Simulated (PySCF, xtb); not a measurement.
B(Me)(OMe)(SMe) (C3H9BOS), SMILES COB(C)SC. The values are those of a single conformer.

Harmonic wavenumbers (cm⁻¹) from xtb with GFN2-xTB at its own minimum, in rising order: 51, 84, 90, 111, 148, 174, 208, 292, 390, 401, 612, 730, 846, 861, 946, 958, 1017, 1056, 1125, 1151, 1274, 1314, 1391, 1412, 1447, 1449, 1471, 1474, 1490, 1494, 2952, 2963, 2998, 3002, 3015, 3043, 3047, 3057, 3064.

Task: What does PBE0-D3(BJ)/def2-SVP (PySCF 2.14.0) give at its own minimum? (The exact figures need the calculation; the answer reports its results.)

Result: 30, 67, 109, 151, 152, 163, 238, 322, 413, 448, 619, 746, 841, 861, 963, 974, 1091, 1119, 1174, 1197, 1306, 1331, 1396, 1430, 1436, 1442, 1446, 1470, 1478, 1495, 3035, 3047, 3078, 3120, 3128, 3157, 3169, 3193, 3197. Paired by order, the mean absolute difference is 42 cm⁻¹ and the zero-point energies are 75.2 and 77.2 kcal/mol.
